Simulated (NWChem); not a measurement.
Program: NWChem. System: OP, charge 0, spin multiplicity 2, at a geometry optimised with UB3LYP/def2-SVP. The structure started from a generated list of species. Its SCF solution wasn't tested for a lower state. Level: UB3LYP/cc-pVQZ, VWN1-RPA local correlation.

The NWChem input:

```
start mol
memory heap 200 mb stack 900 mb global 1100 mb
geometry units angstroms nocenter noautoz
  P      0.000000     0.000000     0.521439
  O      0.000000     0.000000    -0.977698
  symmetry group C2v
end
basis spherical
  * library cc-pvqz
end
dft
  xc b3lyp
  odft
  mult 2
  semidirect memsize 60000000 filesize 0
  iterations 100
end
task dft energy
```

Part of the output:

```
             Northwest Computational Chemistry Package (NWChem) 7.3.0
             --------------------------------------------------------

                                NWChem Input Module
                                -------------------

 Scaling coordinates for geometry "geometry" by  1.889725989
 (inverse scale =  0.529177249)

 Turning off AUTOSYM since
 SYMMETRY directive was detected!

                             Geometry "geometry" -> ""
                             -------------------------

 Output coordinates in angstroms (scale by  1.889725989 to convert to a.u.)

  No.       Tag          Charge          X              Y              Z
 ---- ---------------- ---------- -------------- -------------- --------------
    1 P                   15.0000     0.00000000     0.00000000     0.52143900
    2 O                    8.0000     0.00000000     0.00000000    -0.97769800

 Effective nuclear repulsion energy (a.u.)      42.3585502059

            Nuclear Dipole moment (a.u.)
            ----------------------------
        X                 Y               Z
 ---------------- ---------------- ----------------
     0.0000000000     0.0000000000     0.0000018897

      Symmetry information
      --------------------

 Group name             C2v
 Group number             16
 Group order               4
 No. of unique centers     2

      Symmetry unique atoms

     1    2


 Summary of "ao basis" -> "" (spherical)
 ------------------------------------------------------------------------------
       Tag                 Description            Shells   Functions and Types
 ---------------- ------------------------------  ------  ---------------------
 *                          cc-pvqz                   on all atoms

                                 NWChem DFT Module
                                 -----------------

 Summary of "ao basis" -> "ao basis" (spherical)
 ------------------------------------------------------------------------------
       Tag                 Description            Shells   Functions and Types
 ---------------- ------------------------------  ------  ---------------------
[...]
    beta      9     13     12     14     15     17     16     19     20     18
 overlap   1.000  0.996  1.000  0.999  0.999  0.996  1.000  1.000  0.708  0.710

   alpha     21     22     23     24     25     26     27     28     29     30
    beta     22     21     23     24     25     26     28     27     30     29
 overlap   0.999  1.000  0.999  1.000  0.999  0.999  0.999  0.998  0.992  0.915

   alpha     31     32     33     34     35     36     37     38     39     40
    beta     34     33     31     32     35     36     38     37     39     40
 overlap   0.999  0.976  0.990  0.916  0.992  0.986  0.992  0.998  0.999  0.999

   alpha     41     42     43     44     45     46     47     48     49     50
    beta     41     42     43     44     45     46     47     48     50     49
 overlap   0.992  0.999  1.000  0.999  1.000  1.000  1.000  1.000  0.999  1.000

   alpha     51     52     53     54     55     56     57     58     59     60
    beta     52     51     53     54     57     56     55     60     61     58
 overlap   0.998  0.987  0.982  0.936  0.939  0.981  0.976  0.717  0.935  0.719

   alpha     61     62     63     64     65     66     67     68     69     70
    beta     59     63     62     64     67     66     65     68     69     70
 overlap   0.923  0.994  0.993  0.997  0.999  0.999  0.961  0.961  1.000  1.000

   alpha     71     72     73     74     75     76     77     78     79     80
    beta     71     73     72     74     76     75     77     78     79     80
 overlap   1.000  1.000  1.000  1.000  1.000  0.971  0.972  1.000  1.000  1.000

   alpha     81     82     83     84     85     86     87     88     89     90
    beta     81     82     83     84     85     86     87     88     90     89
 overlap   1.000  1.000  1.000  1.000  1.000  1.000  1.000  1.000  1.000  1.000

   alpha     91     92     93     94     95     96     97     98     99    100
    beta     92     91     94     93     95     96     97     99     98    100
 overlap   1.000  1.000  1.000  0.998  0.998  1.000  1.000  1.000  1.000  1.000

   alpha    101    102    103    104    105    106    107    108    109    110
    beta    102    101    104    103    105    107    106    109    108    111
 overlap   1.000  1.000  1.000  0.999  1.000  1.000  1.000  1.000  1.000  1.000

   alpha    111    112    113    114
    beta    110    112    113    114
 overlap   1.000  1.000  1.000  1.000

     --------------------------
     Expectation value of S2:
     --------------------------
      <S2> =      0.7547 (Exact =     0.7500)

 center of mass
 --------------
 x =   0.00000000 y =   0.00000000 z =   0.02062925

 moments of inertia (a.u.)
 ------------------
          84.654058654063           0.000000000000           0.000000000000
           0.000000000000          84.654058654063           0.000000000000
           0.000000000000           0.000000000000           0.000000000000

     Multipole analysis of the density
     ---------------------------------

     L   x y z        total         alpha         beta         nuclear
     -   - - -        -----         -----         ----         -------
     0   0 0 0     -0.000000    -12.000000    -11.000000     23.000000

     1   1 0 0     -0.000000     -0.000000     -0.000000      0.000000
     1   0 1 0     -0.000000     -0.000000     -0.000000      0.000000
     1   0 0 1      0.837531      0.046787      0.790741      0.000002

     2   2 0 0    -14.029264     -8.747243     -5.282020      0.000000
     2   1 1 0     -0.000000     -0.000000     -0.000000      0.000000
     2   1 0 1      0.000000      0.000000      0.000000      0.000000
     2   0 2 0    -11.972901     -6.474593     -5.498309      0.000000
     2   0 1 1      0.000000      0.000000      0.000000      0.000000
     2   0 0 2    -14.410056    -29.793913    -26.489109     41.872966

 Task  times  cpu:        4.8s     wall:        4.8s

 Total times  cpu:        4.8s     wall:        4.8s
```
